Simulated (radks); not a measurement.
All-electron atom: Zr33+ in [He] 2s2 2p3.

Calculated with a radial shooting solver on a logarithmic mesh with Libxc functionals: Dirac Kohn-Sham, LB94 model potential, spin-unpolarised, spherical densities, finite nucleus; open shells fill j = l - 1/2 first; Fermi nuclear charge, rms radius 4.2694 fm.

Energy parts (hartree):
kinetic: 2597.06156
electron-nucleus: -5250.53832
Hartree: 219.93484
(The LB94 potential has no energy functional, so no total or exchange-correlation energy is given.)

Orbitals (lengths in bohr, moments of r in powers of bohr; <r^-3> diverges for s and p1/2):
| orbital | occ. | eigenvalue (hartree) | <1/r> | <r^2> | <r^-3> | <r> |
|---|---|---|---|---|---|---|
| 1s1/2 | 2 | -744.3485 | 41.37 | 0.001834 | - | 0.03691 |
| 2s1/2 | 2 | -165.5612 | 9.800 | 0.02825 | - | 0.1551 |
| 2p1/2 | 2 | -160.3929 | 9.780 | 0.02085 | - | 0.1309 |
| 2p3/2 | 1 | -156.7929 | 9.362 | 0.02200 | 2294 | 0.1349 |

The highest occupied level is 2p3/2 at -4266.6 eV. Summed over all electrons, <r^2> = 0.1239 bohr^2, which gives a Langevin (diamagnetic) susceptibility term of -0.0981 x 10^-6 cm^3/mol. For comparison, the ionisation energy in NIST's Atomic Spectra Database is 4300 eV (semi-empirical). In exact Kohn-Sham theory the highest level is minus the ionisation energy, but local and semilocal functionals leave it too shallow, through self-interaction and a potential that decays too fast; potentials with the right tail come closer. The density falls to 0.001 e/bohr^3 at r = 0.54 bohr. The electron density at the nucleus is 7.418e+04 e/bohr^3.

Beside tabulated values, note that spin-unpolarised runs miss the spin-polarisation part of the exchange energy of open shells.
